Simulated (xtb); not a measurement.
xtb input (GFN2-xTB):

```bash
xtb mol.xyz --gfn 2 --sp --chrg 0 --uhf 0
```
mol.xyz:
```
2

Cs    -0.00000000    -0.00000000    -2.98396199
Cs     0.00000000     0.00000000     2.98396199
```

Output:

```
           -------------------------------------------------
          |                Calculation Setup                |
           -------------------------------------------------

molecular fragmentation (1/2 indicates fragments):
12
# atoms in fragment 1/2:     1     1
 fragment masses (1/2) :      132.91      132.91
CMA distance (Bohr)    :  11.278
constraining FC (au)   :  0.0500

           -------------------------------------------------
          |                 G F N 2 - x T B                 |
           -------------------------------------------------

        Reference                      10.1021/acs.jctc.8b01176
      * Hamiltonian:
        H0-scaling (s, p, d)           1.850000    2.230000    2.230000
        zeta-weighting                 0.500000
      * Dispersion:
        s8                             2.700000
        a1                             0.520000
        a2                             5.000000
        s9                             5.000000
      * Repulsion:
        kExp                           1.500000    1.000000
        rExp                           1.000000
      * Coulomb:
        alpha                          2.000000
        third order                    shell-resolved
        anisotropic                    true
        a3                             3.000000
        a5                             4.000000
        cn-shift                       1.200000
        cn-exp                         4.000000
        max-rad                        5.000000

          ...................................................
          :                      SETUP                      :
          :.................................................:
          :  # basis functions                   8          :
          :  # atomic orbitals                   8          :
          :  # shells                            4          :
          :  # electrons                         2          :
          :  max. iterations                   250          :
          :  Hamiltonian                  GFN2-xTB          :
          :  restarted?                      false          :
          :  GBSA solvation                  false          :
          :  PC potential                    false          :
          :  electronic temp.          300.0000000     K    :
          :  accuracy                    1.0000000          :
          :  -> integral cutoff          0.2500000E+02      :
          :  -> integral neglect         0.1000000E-07      :
          :  -> SCF convergence          0.1000000E-05 Eh   :
          :  -> wf. convergence          0.1000000E-03 e    :
          :  Broyden damping             0.4000000          :
          :  net charge                          0          :
          :  unpaired electrons                  0          :
          ...................................................

 iter      E             dE          RMSdq      gap      omega  full diag
   1     -0.3242280 -0.324228E+00  0.124E+02    0.70       0.0  T
   2     -0.3305597 -0.633174E-02  0.472E+01    0.67       1.0  T
   3     -0.3315263 -0.966645E-03  0.199E+00    0.61       1.0  T
   4     -0.3315280 -0.162753E-05  0.399E-01    0.61       1.0  T
   5     -0.3315280 -0.149904E-07  0.106E-01    0.61       1.0  T
   6     -0.3315280 -0.464393E-08  0.862E-04    0.61      82.0  T
   7     -0.3315280 -0.195177E-12  0.229E-04    0.61     308.3  T

   *** convergence criteria satisfied after 7 iterations ***

         #    Occupation            Energy/Eh            Energy/eV
      -------------------------------------------------------------
         1        2.0000           -0.1463376              -3.9820 (HOMO)
         2        0.0000           -0.1239489              -3.3728 (LUMO)
         3                         -0.0762549              -2.0750
         4                         -0.0762549              -2.0750
         5                         -0.0271232              -0.7381
         6                         -0.0271232              -0.7381
       ...                                ...                  ...
         8                          0.3167121               8.6182
      -------------------------------------------------------------
                  HL-Gap            0.0223887 Eh            0.6092 eV
             Fermi-level           -0.1351433 Eh           -3.6774 eV

 SCC (total)                   0 d,  0 h,  0 min,  0.002 sec
 SCC setup                      ...        0 min,  0.000 sec (  7.368%)
 Dispersion                     ...        0 min,  0.000 sec (  2.145%)
 classical contributions        ...        0 min,  0.000 sec (  1.056%)
 integral evaluation            ...        0 min,  0.000 sec ( 14.466%)
 iterations                     ...        0 min,  0.001 sec ( 54.484%)
 molecular gradient             ...        0 min,  0.000 sec ( 13.721%)
 printout                       ...        0 min,  0.000 sec (  6.140%)

         :::::::::::::::::::::::::::::::::::::::::::::::::::::
         ::                     SUMMARY                     ::
         :::::::::::::::::::::::::::::::::::::::::::::::::::::
         :: total energy              -0.331527900637 Eh    ::
         :: gradient norm              0.007635560712 Eh/a0 ::
         :: HOMO-LUMO gap              0.609227657669 eV    ::
         ::.................................................::
         :: SCC energy                -0.331527995423 Eh    ::
         :: -> isotropic ES            0.000009710479 Eh    ::
         :: -> anisotropic ES          0.002990005622 Eh    ::
         :: -> anisotropic XC          0.005938960351 Eh    ::
         :: -> dispersion             -0.004167466445 Eh    ::
         :: repulsion energy           0.000000094786 Eh    ::
         :: add. restraining           0.000000000000 Eh    ::
         :: total charge              -0.000000000000 e     ::
         :::::::::::::::::::::::::::::::::::::::::::::::::::::

           -------------------------------------------------
          |                Property Printout                |
           -------------------------------------------------

    * Orbital Energies and Occupations

         #    Occupation            Energy/Eh            Energy/eV
      -------------------------------------------------------------
         1        2.0000           -0.1463376              -3.9820 (HOMO)
         2        0.0000           -0.1239489              -3.3728 (LUMO)
         3                         -0.0762549              -2.0750
         4                         -0.0762549              -2.0750
         5                         -0.0271232              -0.7381
         6                         -0.0271232              -0.7381
         7                         -0.0158567              -0.4315
         8                          0.3167121               8.6182
      -------------------------------------------------------------
                  HL-Gap            0.0223887 Eh            0.6092 eV
             Fermi-level           -0.1351433 Eh           -3.6774 eV

     #   Z          covCN         q      C6AA      α(0)
     1  55 Cs       0.222     0.000  9534.304   497.332
     2  55 Cs       0.222    -0.000  9534.304   497.332

 Mol. C6AA /au·bohr⁶  :      38137.215660
 Mol. C8AA /au·bohr⁸  :   13899354.884743
 Mol. α(0) /au        :        994.664998

Wiberg/Mayer (AO) data.
largest (>0.10) Wiberg bond orders for each atom

 ---------------------------------------------------------------------------
     #   Z sym  total        # sym  WBO       # sym  WBO       # sym  WBO
 ---------------------------------------------------------------------------
     1  55 Cs   0.000
     2  55 Cs   0.000
 ---------------------------------------------------------------------------
Note: The following floating-point exceptions are signalling: IEEE_UNDERFLOW_FLAG IEEE_DENORMAL
normal termination of xtb

molecular dipole:
                 x           y           z       tot (Debye)
 q only:        0.000       0.000      -0.000
   full:        0.000      -0.000      -0.000       0.000
molecular quadrupole (traceless):
                xx          xy          yy          xz          yz          zz
 q only:        0.000       0.000       0.000       0.000       0.000      -0.000
  q+dip:      -18.329       0.000     -18.329      -0.000      -0.000      36.659
   full:      -11.821       0.000     -11.821      -0.000      -0.000      23.643

           -------------------------------------------------
          | TOTAL ENERGY               -0.331527900637 Eh   |
          | GRADIENT NORM               0.007635560712 Eh/α |
          | HOMO-LUMO GAP               0.609227657669 eV   |
           -------------------------------------------------

------------------------------------------------------------------------
------------------------------------------------------------------------
 total:
 SCF:
```

This state (charge 0, singlet) is run at the relaxed geometry of the species with charge 1 and multiplicity 2.
